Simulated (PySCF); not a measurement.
Compound: C3H8O2SSi.
Bonds: C1–S2, S2–Si3, Si3–O4, O4–C5, C5–C6, C5–O7 (double). Hydrogens: H8, H9, H10 on C1; H11, H12 on Si3; H13, H14, H15 on C6.

The same species was optimised twice, with GFN2-xTB and with PBE0-D3(BJ)/def2-SVP (PySCF), and the same property calculations (PySCF, gas phase) were run on both structures.

| coordinate | GFN2-xTB | PBE0-D3(BJ)/def2-SVP | change |
| --- | --- | --- | --- |
| Si3–O4 (Å) | 1.648 | 1.714 | +0.066 |
| O4–C5 (Å) | 1.330 | 1.340 | +0.010 |
| S2–Si3 (Å) | 2.123 | 2.132 | +0.009 |
| C5=O7 (Å) | 1.200 | 1.206 | +0.006 |
| C1–S2 (Å) | 1.819 | 1.824 | +0.005 |
| C5–C6 (Å) | 1.499 | 1.496 | -0.003 |
| Si3–O4–C5 (°) | 119.6 | 115.6 | -4.0 |
| S2–Si3–O4 (°) | 100.1 | 101.1 | +1.0 |
| O4–C5–C6 (°) | 112.5 | 113.1 | +0.6 |
| C1–S2–Si3 (°) | 98.0 | 97.5 | -0.5 |
| O4–C5–O7 (°) | 121.6 | 121.1 | -0.5 |
| C6–C5–O7 (°) | 125.8 | 125.8 | 0.0 |
| C1–S2–Si3–O4 (°) | 180 | 177 | -3 |
| S2–Si3–O4–C5 (°) | 180 | -179 | +1 |
| Si3–O4–C5–C6 (°) | 180 | 180 | 0 |

Rotational constants: A = 5619, B = 807.7, C = 718.5 MHz (GFN2-xTB) against A = 5655, B = 791.1, C = 706.3 MHz (PBE0-D3(BJ)/def2-SVP). Atoms that the bonding makes alike are paired by their places after alignment.

On the GFN2-xTB structure: HOMO (eV) -6.99 [PBE0/pcSseg-1]; LUMO (eV) -0.08 [PBE0/pcSseg-1]; dipole (D) 0.78 [PBE0/pcSseg-1]; GIAO shielding of C1 (ppm) 178.4 [PBE0/pcSseg-1]; GIAO shielding of S2 (ppm) 718.6 [PBE0/pcSseg-1]; GIAO shielding of Si3 (ppm) 358.5 [PBE0/pcSseg-1]; GIAO shielding of O4 (ppm) 137.4 [PBE0/pcSseg-1]; GIAO shielding of C5 (ppm) 9.8 [PBE0/pcSseg-1]; GIAO shielding of C6 (ppm) 163.1 [PBE0/pcSseg-1]; GIAO shielding of O7 (ppm) -132.4 [PBE0/pcSseg-1].

Q: What do these properties become on the PBE0-D3(BJ)/def2-SVP structure?

A: 
```csv
property,level,on GFN2-xTB,on PBE0-D3(BJ)/def2-SVP,change
HOMO (eV),PBE0/pcSseg-1,-6.99,-7.06,-0.07
LUMO (eV),PBE0/pcSseg-1,-0.08,-0.12,-0.04
dipole (D),PBE0/pcSseg-1,0.78,0.70,-0.08
"energy, GFN2-xTB geometry as zero (kcal/mol)",PBE0/pcSseg-1,0.0,-2.1,-2.1
GIAO shielding of C1 (ppm),PBE0/pcSseg-1,178.4,174.8,-3.6
GIAO shielding of S2 (ppm),PBE0/pcSseg-1,718.6,708.2,-10.4
GIAO shielding of Si3 (ppm),PBE0/pcSseg-1,358.5,353.2,-5.3
GIAO shielding of O4 (ppm),PBE0/pcSseg-1,137.4,120.5,-16.9
GIAO shielding of C5 (ppm),PBE0/pcSseg-1,9.8,6.7,-3.1
GIAO shielding of C6 (ppm),PBE0/pcSseg-1,163.1,162.2,-0.9
GIAO shielding of O7 (ppm),PBE0/pcSseg-1,-132.4,-135.2,-2.8
```

The heavy atoms differ by 0.073 Å rms after alignment. Among bonds between heavy atoms Si3–O4 changes most (+0.066 Å). Changes are differences of the printed values. Neither structure is proved a minimum here.

Shape of the structure used: `[CH3:1][S:2][SiH2:3][O:4][C:5]([CH3:6])=[O:7]`: C1–S2–Si3–O4 177°, S2–Si3–O4–C5 -179°, Si3–O4–C5–C6 180°.
